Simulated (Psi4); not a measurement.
Conformational energy of SMILES Cl[Si](Cl)(Cl)[SiH2][Si](Cl)(Cl)Cl (H₂Cl₆Si₃), singlet. Scanned: dihedral Cl1–Si2–Si5–Si6; all other coordinates were relaxed at B3LYP-D3(BJ)/def2-SVP.

Geometry of the scan point at 110° (Å):
```
11

Cl    -1.9394    -1.7303    -1.6956
Si    -1.8778    -0.0504    -0.4964
Cl    -1.7020     1.6172    -1.7019
Cl    -3.6615     0.0876     0.5382
Si    -0.0889    -0.2226     1.0146
Si     1.5287     1.3376     0.3925
Cl     0.7737     3.2467     0.5940
Cl     2.0677     1.0120    -1.5742
Cl     3.2103     1.1628     1.5820
H      0.4854    -1.5945     0.9537
H     -0.5664     0.0955     2.3886
```

Calculation: DF-MP2 (frozen core)/cc-pVTZ // B3LYP-D3(BJ)/def2-SVP run with Psi4.

Scanned values (°): 0, 10, 20, 30, 40, 50, 60, 70, 80, 90, 100, 110.

Describe the profile: where are the wells and the tops?

Lower than their neighbours: 50° (0.08 kJ/mol), 80° (0.00 kJ/mol). Higher than their neighbours: 0° (4.16 kJ/mol, end of the scan), 60° (0.50 kJ/mol), 110° (3.81 kJ/mol, end of the scan). The whole profile spans 4.16 kJ/mol.
